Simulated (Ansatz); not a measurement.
The same path of F3GeH3O2 (9 atoms, charge 0, multiplicity 1) was run twice with different band settings. Lost on the way: Ge1–F2, O7–H9. Made: F2–H9.

The calculation used RKS PBE0-D4/def2-SVP (Ansatz).

Relaxed end points:

```xyz
9
Properties=species:S:1:pos:R:3
Ge 0.014 -0.123 0.149
F 0.098 0.347 1.811
F 1.432 0.251 -0.736
F -1.047 1.115 -0.441
O -0.948 -1.535 -0.268
H -1.748 -1.255 -0.730
O 1.221 -1.761 0.955
H 0.636 -2.523 0.822
H 1.261 -1.606 1.909
```

```xyz
9
Properties=species:S:1:pos:R:3
Ge 0.158 -0.153 -0.334
F -0.685 -2.418 1.779
F 1.114 -0.623 -1.678
F 0.111 1.554 -0.421
O -1.416 -0.843 -0.296
H -1.452 -1.533 0.399
O 1.021 -0.658 1.128
H 1.979 -0.543 1.115
H 0.090 -1.875 1.781
```

Common settings: climbing image yes; spring 5.0 eV/Å²; optimiser quadratic models (default); start path through a guess of the saddle point; force threshold 0.03 eV/Å; iteration limit 60; end points relaxed.

| run | movable images |
| --- | --- |
| 1 | 7 |
| 2 | 1 |

Q: What does each run give, and how far can it be trusted?

A: Run 1: converged after 33 iterations, highest image 0.803 eV above the first end. The profile has 2 maxima (images 2, 4) with wells between them (image 3): this band takes more than one step, which may be the mechanism or a detour left from its start path. A vibrational analysis at the climbing image gives one clearly imaginary mode, 616i cm⁻¹: a first-order saddle point.
Run 2: converged after 35 iterations, highest image 0.518 eV above the first end. The order of the point at the top wasn't checked. A band with more images between the same ends climbed to 0.80 eV, so this one has probably stepped over the top. So few images can step over the top or miss a turn of the path.
The orbitals stay closed-shell, which can raise the energy where a bond breaks towards radicals; this wasn't checked here.
